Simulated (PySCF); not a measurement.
(1E)-1-fluorobuta-1,3-diene (C₄H₅F), SMILES C=C/C=C/F. Atoms are numbered in the order given.

```xyz
10

C      0.2295     2.4635     0.0000
C     -0.3964     1.2717     0.0000
C      0.2789    -0.0096     0.0000
C     -0.3845    -1.1763     0.0000
F      0.2489    -2.3506     0.0000
H      1.3225     2.5309     0.0000
H     -0.3320     3.4010     0.0000
H     -1.4945     1.2462     0.0000
H      1.3749    -0.0355     0.0000
H     -1.4755    -1.2833     0.0000
```

The structure is a stationary point at r2SCAN-D4/def2-SVP. Other conformers were not sampled.

Computed with PBE/def2-TZVP (PySCF).

ESP charges are fitted to the potential on shells at 1.4 to 2.0 van der Waals radii. Atomic charges (e):

```tsv
atom	ESP fit	Löwdin	Mulliken	meta-Löwdin
C1	-0.48	-0.21	-0.28	-0.27
C2	-0.04	…	-0.08	-0.10
C3	-0.23	…	-0.07	-0.16
C4	0.01	-0.28	0.05	0.15
F5	-0.12	…	-0.15	-0.23
H6	0.20	0.12	0.11	0.12
H7	0.19	0.12	0.12	0.13
H8	0.13	0.15	0.09	0.12
H9	0.20	0.15	0.11	0.13
H10	0.15	…	0.10	0.12
```

What belongs in the gaps? (An estimate is asked for; the answer gives what the named calculation found.)


- C2, Löwdin: -0.20
- C3, Löwdin: -0.18
- F5, Löwdin: 0.20
- H10, Löwdin: 0.13

Computed Mayer and Wiberg (Löwdin basis) orders of the bonds:
```
bond    Mayer  Wiberg
------  -----  ------
C1–C2    1.83    2.08
C2–C3    1.08    1.35
C3–C4    1.74    1.97
C4–F5    1.10    1.79
C1–H6    0.95    0.89
C1–H7    0.95    0.89
C2–H8    0.95    0.81
C3–H9    0.94    0.81
C4–H10   0.98    0.87
```
